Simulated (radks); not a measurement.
The indium anion In- inside a hard spherical wall (all orbitals vanish at R), configuration held at [Kr] 4d10 5s2 5p2 and not refilled when levels cross. Calculated with a radial shooting solver on a logarithmic mesh with Libxc functionals: scalar-relativistic Kohn-Sham, PBE, spin-polarised, spherical densities, finite nucleus; open shells are filled with parallel spins first (spin-orbit coupling, left out, can overturn this in heavy ions); Fermi nuclear charge, rms radius 4.6156 fm. Eigenvalues in eV for spin up, with the zero of energy where the potential of the charges vanishes at infinity; a dash marks a level that is unbound or too diffuse for the functional's potential to be trusted. A positive occupied level is held by the wall or, in an anion where self-interaction has pushed it up, behind a barrier. The pressure on the wall is -dE/dV.

| R (bohr) | E (hartree) | kinetic (hartree) | e(4p) | e(4d) | e(5s) | e(5p) | e(6s, empty) | e(5d, empty) | pressure (GPa) |
|---|---|---|---|---|---|---|---|---|---|
| 20 | -5881.52052 | 6130.023 | -73.186 | -13.708 | -3.820 | 1.235 | 1.717 | 2.330 | 0.00133 |
| 15 | -5881.51829 | 6130.027 | -72.871 | -13.393 | -3.535 | 1.468 | 2.359 | 3.344 | 0.00878 |
| 12 | -5881.51369 | 6130.040 | -72.460 | -12.983 | -3.187 | 1.777 | 3.230 | 4.435 | 0.0428 |
| 10 | -5881.50501 | 6130.065 | -71.939 | -12.465 | -2.773 | 2.189 | 4.458 | 5.648 | 0.160 |
| 8 | -5881.47912 | 6130.150 | -70.931 | -11.468 | -2.019 | 3.065 | 7.216 | 7.820 | 0.836 |
| 7 | -5881.44557 | 6130.266 | -70.015 | -10.569 | -1.344 | 3.937 | 10.022 | 9.725 | 2.29 |
| 5 | -5881.18205 | 6131.174 | -65.955 | -6.646 | 2.049 | 8.591 | 24.882 | 18.543 | 28.2 |
| 3.5 | -5879.89423 | 6135.525 | -56.597 | 2.168 | 13.031 | 23.123 | 68.466 | 42.097 | 388 |
| 2 | -5862.87511 | 6191.970 | -8.294 | 52.538 | 111.73 | 138.33 | 342.14 | 184.18 | 23500 |
| 1.5 | -5819.07234 | 6323.581 | 65.055 | 135.90 | 310.63 | 349.84 | 769.61 | 405.83 | 177000 |
